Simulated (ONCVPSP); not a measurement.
# Scattering properties, ONCV potential for promethium

* Element: Pm (Z = 61)
* Generator: ONCVPSP 4.0.1
* Type: optimised norm-conserving Vanderbilt (ONCV)
* Functional: PBE
* Relativity: scalar-relativistic
* Frozen core: [Kr] 4d10
* Valence charge: 15
* Reference configuration: 4f4 5s2 5p6 5d1 6s2
* Partial waves: 5s+6s: rc 2.05 bohr, ncon 5, nbas 10, qcut 5.1 1/bohr, 2 projectors; 5p: rc 2.05 bohr, ncon 4, nbas 8, qcut 8.4 1/bohr, 3 projectors, debl 3.8 Ha; 5d: rc 2.75 bohr, ncon 3, nbas 7, qcut 5.7 1/bohr, 2 projectors, debl 3.3 Ha; 4f: rc 0.80 bohr, ncon 3, nbas 6, qcut 12.5 1/bohr, 1 projector
* Local potential: polynomial inside 0.70 bohr (lpopt 5, dvloc0 0 Ha)
* Core correction: none

The phase is arctan(r·R′/R) of the radial function R(r), unwrapped; energies in Ha, scanned from -3 to 5 Ha. A pole is an energy at which the radial function vanishes at the test radius. The pseudo phase is shifted by a multiple of π to meet the all-electron one at the reference energy, and phase errors are pseudo minus all-electron; the curves can meet again beyond the range given. Levels narrower than the energy grid can be missing from the lists of poles.

```csv
channel,radius (bohr),reference energy (Ha),"poles, all-electron","poles, pseudo",unbroken range about the reference energy with phases within 0.05 rad,phase error 1 Ha above the reference energy (rad)
s,2.08,-0.14,-1.20,"-1.20, 3.69",below 3.4,-0.002
p,2.08,-0.93,-0.15,-0.15,the whole range,-0.000
d,2.78,-0.10,"0.39, 3.60","0.38, 1.75, 3.60",below 1.4,-0.004
f,0.81,-0.27,4.96,none,the whole range,+0.002
```

Note: ghosts flagged at negative energy: s at -660.4 eV, p at -172.6 eV; GHOST(+) flagged for d at 47.6 eV, s at 104.9 eV. A true bound ghost makes a file unfit for plane-wave use.

Phases in the d channel:

```csv
E (Ha),all-electron,pseudo
-2.98,1.393,1.393
-2.54,1.373,1.373
-2.10,1.347,1.347
-1.66,1.306,1.306
-1.22,1.233,1.233
-0.78,1.053,1.052
-0.34,0.018,0.017
0.10,-1.376,-1.376
0.54,-1.641,-1.642
0.98,-1.845,-1.851
1.42,-2.463,-2.529
1.86,-4.122,-7.185
2.30,-4.486,-7.627
2.74,-4.603,-7.745
3.18,-4.668,-7.809
3.62,-4.715,-7.856
4.06,-4.759,-7.901
4.50,-4.813,-7.955
4.94,-4.903,-8.050
```
